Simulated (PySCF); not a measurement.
In(F)2(OH) (F₂HInO), SMILES [OH][In]([F])[F]. Atoms are numbered in the order given.

```xyz
5

In     0.0155     0.0013     0.0000
F     -1.8786    -0.4901     0.0000
F      1.2772    -1.4808     0.0000
O      0.6028     1.8985     0.0000
H     -0.1693     2.4853     0.0000
```

Geometry: B3LYP-D3(BJ)/def2-SVP. The def2 effective core potentials stand for the cores of In; spin–orbit coupling is left out. One conformer was computed; it need not be the lowest.

These are IEF-PCM-M06-2X/def2-SVP run with PySCF 2.14.0 values and carry that method's errors.

The values are the electrostatic part of the solvation free energy, E(continuum) − E(gas) at the gas-phase geometry, in a cavity of scaled van der Waals radii (PySCF's table); cavitation and dispersion terms are not included. A continuum can't describe solvent molecules that bind to the metal. In vacuum the orbital gap is 9.12 eV. The dipole moment in vacuum is 2.27 D.

| solvent | ε | ΔG(elec) (kcal/mol) | dipole (D) | gap (eV) |
|---|---|---|---|---|
| water | 78.36 | -15.5 | 2.60 | 9.19 |
| 1-octanol | 9.86 | -13.4 | 2.55 | 9.18 |
| diethylether | 4.24 | -10.6 | 2.50 | 9.16 |
